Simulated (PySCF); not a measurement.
## How methods differ on the excitation energy of S(2+)

S(2+) [Ne] 3s2 3p2 (3P) → S(2+) [Ne] 3s2 3p1 4s1 (3P), as a difference of total energies. All numbers are calculated (PySCF 2.14, the non-relativistic Hamiltonian (point nucleus), in aug-cc-pV(T+d)Z with one added diffuse shell each of s, p, d, f type (7s6p5d3f, 71 functions)). Correlated levels: valence: [Ne] frozen. The calculations carry no spin-orbit coupling.

```tsv
method	excitation energy (eV)
UHF	17.945
MP2 (valence)	18.027
SCS-MP2 (valence)	18.010
CCSD (valence)	18.015
CCSD(T) (valence)	17.971
```

Task: How much does correlation contribute at CCSD(T) (valence)?

Result: 17.971 − (17.945) = 0.026 eV, measured against UHF.

A first-order spin-orbit estimate (lowest level to lowest level, LS coupling) adds -0.007 eV.

The promoted electron is Rydberg-like, and one or two diffuse shells describe it only roughly, which tends to raise the upper state.

The coupled-cluster amplitudes are large for the upper state (T1 above 0.03 or a double amplitude above 0.15), so a single reference is strained.
